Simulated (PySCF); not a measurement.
**Structure and specific rotation at 589.3 nm (origin-invariant length gauge)**

Method used: PySCF 2.14.0, TDDFT wB97X-D/def2-SVPD circular dichroism and optical rotation, one conformer, gas phase. Geometry: GFN2-xTB.

Each molecule in one low-energy conformer. The parent is O=C[C@@H]1C[SiH2][Si@H]1[SiH3].

The molecule is flexible and this is one conformer; a measurement averages over conformers.

Problem. How does the specific rotation at 589.3 nm (origin-invariant length gauge) change along this series?
- O=C[C@@H]1C[SiH2][Si@H]1[SiH3] (base)
- O=C[C@@H]1C[SiH2][Si@@H]1[SiH3] (diastereomer)

Solution. 
| molecule | [α]589 (deg dm⁻¹ (g/mL)⁻¹) | S1 (eV) | R(S1), velocity form (10⁻⁴⁰ esu² cm²) |
| --- | --- | --- | --- |
| O=C[C@@H]1C[SiH2][Si@H]1[SiH3] | +351.0 | 4.31 | +33.2 |
| O=C[C@@H]1C[SiH2][Si@@H]1[SiH3] | +54.3 | 4.43 | -9.5 |

The specific rotation at 589.3 nm (origin-invariant length gauge) is lowest for O=C[C@@H]1C[SiH2][Si@@H]1[SiH3] and highest for O=C[C@@H]1C[SiH2][Si@H]1[SiH3].
